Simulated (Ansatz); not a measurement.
A single Dy atom.

Basis set: def2-TZVPP. Charge 1. Computed with Ansatz (development build ahead of 0.2.0); the lowest solution found for each multiplicity.

(1) How do the multiplicities compare at this shape? Give, from the lowest of each method, PBE0 (unrestricted) for 4, 6; HF (unrestricted) for 4, 6.

Results:

(1)

| method | multiplicity | E (eV) | <S²> |
| --- | --- | --- | --- |
| PBE0, unrestricted | 4 | 1.207 | 5.14 |
| PBE0, unrestricted | 6 | 0.000 | 9.26 |
| HF, unrestricted | 4 | 0.549 | 5.77 |
| HF, unrestricted | 6 | 0.000 | 9.73 |

Caution: the unrestricted determinant is a mixture of spin states. Caution for PBE0, unrestricted: the unrestricted determinant is spin contaminated.
